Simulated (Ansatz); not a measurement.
One change: `CC(O)CF` becomes `BCC(C)O`.

Ansatz, PBE0-D4/def2-TZVP geometries, multiplicity 1. Each molecule was computed in one conformer, which needn't be the lowest.

```tsv
property	`CC(O)CF`
HOMO–LUMO gap (ωB97M-V/def2-TZVPP) / eV	13.12
size of the dipole moment (B3LYP/def2-TZVPP) / D	1.52
HOMO energy (PBE/def2-TZVPP) / eV	-6.35
HOMO energy (B3LYP/def2-TZVPP) / eV	-7.79
HOMO–LUMO gap (PBE0/def2-TZVPP) / eV	9.24
LUMO energy (PBE/def2-TZVPP) / eV	0.39
```

(1) What does the change do to each property? (An estimate is asked.)

Answers

(1) The calculation gave: 
| property | `BCC(C)O` | shift |
| --- | --- | --- |
| HOMO–LUMO gap (ωB97M-V/def2-TZVPP) / eV | 11.15 | -1.97 |
| size of the dipole moment (B3LYP/def2-TZVPP) / D | 2.01 | 0.49 |
| HOMO energy (PBE/def2-TZVPP) / eV | -6.24 | 0.11 |
| HOMO energy (B3LYP/def2-TZVPP) / eV | -7.63 | 0.16 |
| HOMO–LUMO gap (PBE0/def2-TZVPP) / eV | 6.78 | -2.46 |
| LUMO energy (PBE/def2-TZVPP) / eV | -2.13 | -2.52 |

With PBE0 the HOMO rises by 0.15 eV and the LUMO falls by 2.31 eV, so the gap narrows by about 2.46 eV. PBE moves the HOMO by 0.11 eV and ωB97M-V by 0.16 eV. Dipoles are sizes alone; their direction can turn.

B3LYP here is the variant with VWN-RPA as its local correlation; programs differ in this.
